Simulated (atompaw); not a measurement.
What one change does to a pseudopotential (holmium (Ho), PAW (atompaw))

- Element: Ho
- Generator: atompaw 4.2.0.5
- Type: PAW
- Functional: LDA (PW92)
- Relativity: scalar-relativistic
- Frozen core: [Kr] 4d10
- Valence charge: 21
- Reference configuration: 4f11 5s2 5p6 5d0 6s0 6p0 (charge +2)
- Partial waves: 5s (bound): rc 1.40 bohr; 6s (bound, empty): rc 2.55 bohr; 5p (bound): rc 2.20 bohr; 6p (bound, empty): rc 3.00 bohr; 5d (bound, empty): rc 3.00 bohr; 5d channel at 0.4 Ry: rc 2.25 bohr; 4f (bound): rc 0.70 bohr; 4f channel at -0.5 Ry: rc 0.70 bohr
- Local potential: bessel scheme, radius 2.10 bohr
- Core correction: smooth core density matched at 1.60 bohr
- Augmentation charge: sinc compensation charge, radius 2.25 bohr; PAW radius 3.00 bohr; waves and projectors: custom rrkj vanderbiltortho

Change: reference 4f11 5s2 5p6 5d0 6s2 6p0.

Cutoffs: the cutoffs (Ry, on a coarse ladder) from which the occupation-weighted sum of valence levels, in a spherical-Bessel basis at the reference potential, stays within 10 and 1 mRy of its value at 400 Ry; they do not see the model core or the augmentation charge, which bear on the density cutoff.

Task: What does the change do?

Result: The range in which the d phases agree narrows (upper end at the end of the scan → 2.4); neither file shows a bound ghost.

```csv
quantity,base,changed
"cutoff, loose",over 300 Ry,over 300 Ry
"cutoff, tight",over 300 Ry,over 300 Ry
bound ghosts,none,none
s: phases at 3.01 bohr within 0.05 rad from the reference energy up to (Ry; the scan ends near 5),2.3,3.2
p: phases at 3.01 bohr within 0.05 rad from the reference energy up to (Ry; the scan ends near 5),3.0,4.0
d: phases at 3.01 bohr within 0.05 rad from the reference energy up to (Ry; the scan ends near 5),to the end of the scan,2.4
f: phases at 3.01 bohr within 0.05 rad from the reference energy up to (Ry; the scan ends near 5),4.0,5.0
lowest overlap eigenvalue by channel,"s 0.50, p 0.52, d 0.56, f 1.00","s 0.10, p 0.52, d 0.15, f 1.00"
```

 The cutoffs see the waves, projectors and local potential, not the compensation charge or the core.
